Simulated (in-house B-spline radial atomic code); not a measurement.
**RPA and G0W0 on PBE: the technetium ion Tc²⁵⁺**

Configuration [Ne] 3s2 3p6, mean-field start PBE. Computed with a B-spline radial code for spherical atoms: all electrons, non-relativistic, point nucleus, each spin shell either full or empty, empty states to l = 9 with an (l + 1/2)⁻⁴ tail; G0W0 by contour deformation at full frequency.

Without relativity these are model numbers: it shifts the levels of so heavy an element strongly and can reorder them.

Command:
```bash
python run_gw.py task.json out
```
Settings (radii: box in bohr, nucleus in fm):
```
Z                        43
electrons                18
configuration            [Ne] 3s2 3p6
hamiltonian              nr
method                   pbe,pbe
lmax                     9
spin_polarised           False
box_radius               3.47
intervals                47
```

Cost of the run: 1.3 s on 1 thread of Arm Neoverse N1, with other jobs on the host.

Energies (hartree):

```json
{"term": "mean-field total", "value": "-3803.52394"}
{"term": "Hartree-Fock functional on these orbitals", "value": "-3803.03277"}
{"term": "direct second order", "value": "-1.7242"}
{"term": "second-order exchange", "value": "0.56105"}
{"term": "SOSEX correction", "value": "0.51578"}
```

**Question.** What is the RPA correlation energy, and what remains with SOSEX?

**Answer.** RPA gives -1.5215 hartree (-2.3 eV per electron); RPA + SOSEX gives -1.0057, and the second-order doubles -1.1631 hartree (no singles). SOSEX takes back 34 % of the RPA value.

Quasi-particle levels (eV):

| level | occupied | mean field | Σx - vxc | Σc | QP weight | G0W0 |
| --- | --- | --- | --- | --- | --- | --- |
| 3p | yes | -1322.31 | -29.20 | ? | ? | ? |
| 2p | yes | -3731.29 | -95.11 | 9.77 | 0.957 | -3816.64 |
| 3d | no | -1199.42 | 36.55 | -3.48 | 0.987 | -1166.34 |

G0W0 = mean field + (Σx - vxc) + Σc, with Σc (partial-wave tail included) taken at the quasi-particle energy. Only the outer levels were computed. Levels of low weight are left out.

**Question.** Where does G0W0 put 3p?

**Answer.** At -1352.19 eV, with Σc = -0.68 eV and a quasi-particle weight of 0.975. The tabulated removal energy is 1354 ± 4 eV (NIST, semi-empirical); the calculation leaves out relativity, Breit and QED terms, and what these don't explain is the method's own error.
